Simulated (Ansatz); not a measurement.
Born–Oppenheimer molecular dynamics of CH6AlF2NO (12 atoms, charge 0, multiplicity 1). It starts from a rough guess of a transition structure, not a stationary point.

Theory: UKS PBE0/STO-3G (Ansatz).

```json
{
  "ensemble": "NVE (velocity Verlet)",
  "time step": "0.5 fs",
  "steps asked": "150",
  "starting velocities drawn for": "100 K",
  "seed": "959899"
}
```

First frame:

```xyz
12
Properties=species:S:1:pos:R:3
Al 0.443 -1.234 1.083
O 1.083 0.818 1.435
F 1.771 -2.185 0.890
F -0.871 -1.679 1.955
H 0.672 0.677 0.230
N 0.068 -0.009 -0.751
C -1.211 0.565 -1.127
H 2.014 1.029 1.488
H 0.672 -0.143 -1.551
H -1.068 1.530 -1.624
H -1.803 0.720 -0.228
H -1.771 -0.091 -1.800
```

Problem. How far do the bonds stretch over the last three quarters of this one trajectory? (Pairs bonded in most of those frames.)

Solution. 
```csv
bond,mean (Å),spread (Å),shortest,longest
Al1–O2,1.886,0.123,1.67,2.03
Al1–F3,1.647,0.073,1.54,1.77
Al1–F4,1.639,0.078,1.52,1.76
Al1–N6,1.865,0.031,1.81,1.91
O2–H5,1.157,0.069,1.02,1.25
O2–H8,1.022,0.046,0.95,1.09
N6–C7,1.509,0.083,1.37,1.64
N6–H9,1.051,0.029,1.00,1.10
C7–H10,1.105,0.010,1.08,1.13
C7–H11,1.105,0.032,1.06,1.15
C7–H12,1.106,0.006,1.09,1.12
```

Mean temperature of the second half: 806 K. The conserved energy stayed within 0.52 meV per atom of its start (net change -0.27 meV per atom), so the integration is sound. The system heated up, since it started high on the potential surface and ran downhill. A run of 0.075 ps of so small a system gives no equilibrium averages. The orbitals stay closed-shell, which can raise the energy where a bond breaks towards radicals; this wasn't checked here. Limits of this set-up: minimal basis.

The run took 8.5 min on 1 CPU thread of a shared host.
